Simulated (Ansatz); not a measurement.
Geometry optimisation, RHF/def2-SVP in Ansatz.

input.yaml

```yaml
crystal:
  periodic: [false, false, false]
  atoms:
    - { symbol: Ge, position_ang: [0.0, 0.0, 0.0] }
    - { symbol: Cl, position_ang: [0.0, 0.0, 2.22] }
    - { symbol: O, position_ang: [1.6691, 0.0, -0.5894] }
    - { symbol: H, position_ang: [1.9855, -0.9521, -0.7061] }
    - { symbol: Ge, position_ang: [-1.1304, 1.9584, -0.7992] }
    - { symbol: H, position_ang: [-2.6003, 1.6043, -1.1405] }
    - { symbol: H, position_ang: [-1.1048, 3.0541, 0.2968] }
    - { symbol: H, position_ang: [-0.4177, 2.4843, -2.0712] }
    - { symbol: H, position_ang: [-0.73, -1.2648, -0.5162] }
basis:
  gaussian: { orbitals: def2-SVP }
hamiltonian:
  xc: hf
relax:
  f_tol: 0.02
  max_steps: 40
```

Command:

```bash
$ ansatz run input.yaml --threads 2 --pin off --max-ram 3072MiB --backend cpu --events-out ev --progress --plain --runs-dir out
```

Q: Where does it end, and by what steps?

A: The forces met the threshold. The force dipped under the threshold on the way, but the program's further checks kept it going. After 15 steps the energy has fallen by 0.270 eV; H4 moved furthest, 0.69 Å.

```tsv
step	energy less start (eV)	largest force component (eV/Å)	accepted
0	0.0000	3.283	yes
1	-0.1449	1.319	yes
2	-0.1714	1.807	yes
3	-0.1691	2.268	no
4	-0.2363	0.465	yes
5	-0.2478	0.088	yes
6	-0.2195	0.352	no
7	-0.2509	0.248	yes
8	-0.2546	0.156	yes
9	-0.2588	0.144	yes
10	-0.2617	0.150	yes
11	-0.2641	0.184	yes
12	-0.2651	0.177	yes
13	-0.2697	0.027	yes
14	-0.2700	0.016	yes
15	-0.2702	0.016	yes
```

```xyz
9
Properties=species:S:1:pos:R:3
Ge -0.068 -0.093 -0.160
Cl -0.335 -0.364 1.992
O 1.656 0.074 -0.463
H 2.225 -0.617 -0.158
Ge -1.139 1.999 -0.831
H -2.641 1.901 -0.540
H -0.521 3.143 -0.025
H -0.921 2.229 -2.331
H -0.584 -1.389 -0.790
```

The run took 38 s on 2 threads of Intel(R) Xeon(R) CPU @ 2.60GHz (Ice Lake), with other jobs on the host, peak memory 0.35 GiB.
